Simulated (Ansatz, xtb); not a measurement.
## ClHLiNSi: 3 structures ranked

3 gas-phase structures of ClHLiNSi, found in a search over its isomers (lower ones may exist). Each was relaxed with GFN2-xTB:

A. a singlet given by its coordinates
B. `[Li][N]=[SiH]Cl`, a singlet
C. a singlet given by its coordinates

A (Å):

```yaml
atoms:
  - { symbol: Cl, position_ang: [-1.9137, 0.8624, -0.7568] }
  - { symbol: Li, position_ang: [-1.0094, -1.0864, -0.5866] }
  - { symbol: N, position_ang: [0.7407, -0.5106, -0.3956] }
  - { symbol: Si, position_ang: [0.4985, 1.1154, -0.4749] }
  - { symbol: H, position_ang: [1.6900, -0.8280, -0.2695] }
```

Close contacts (Å): Cl1–Li2 2.16, Cl1–Si4 2.44, Li2–N3 1.85, Li2–Si4 2.67, N3–Si4 1.65, N3–H5 1.01.

C (Å):

```json
{"atom": "Cl", "x (Å)": "-1.4755", "y (Å)": "1.2573", "z (Å)": "-1.2441"}
{"atom": "Li", "x (Å)": "-0.7377", "y (Å)": "0.1004", "z (Å)": "0.2679"}
{"atom": "N", "x (Å)": "0.6235", "y (Å)": "-1.3684", "z (Å)": "0.2000"}
{"atom": "Si", "x (Å)": "0.8084", "y (Å)": "-1.1756", "z (Å)": "-1.3909"}
{"atom": "H", "x (Å)": "1.0855", "y (Å)": "-2.0185", "z (Å)": "0.8123"}
```

Close contacts (Å): Cl1–Li2 2.04, Li2–N3 2.00, Li2–Si4 2.60, N3–Si4 1.61, N3–H5 1.01.

Q: Which do you expect lowest at r2SCAN-D4/def2-SVP//GFN2-xTB, and how would the others follow?

A: Calculated order at r2SCAN-D4/def2-SVP//GFN2-xTB: A (0.0), C (71.0), B (163.8) kJ/mol.

Energies above the lowest of each column, in kJ/mol:

```json
{"structure": "A", "GFN2-xTB": "0.0", "HF/STO-3G": "0.0", "r2SCAN-D4/def2-SVP//GFN2-xTB": "0.0"}
{"structure": "C", "GFN2-xTB": "1.8", "HF/STO-3G": "46.1", "r2SCAN-D4/def2-SVP//GFN2-xTB": "71.0"}
{"structure": "B", "GFN2-xTB": "66.2", "HF/STO-3G": "323.5", "r2SCAN-D4/def2-SVP//GFN2-xTB": "163.8"}
```

Every level run on A puts it lowest or level with the lowest. Some further structures that were screened fall inside this span and aren't listed. No reliable frequencies are at hand for these structures.

Programs: Ansatz 0.2.0, xtb 6.7.1.
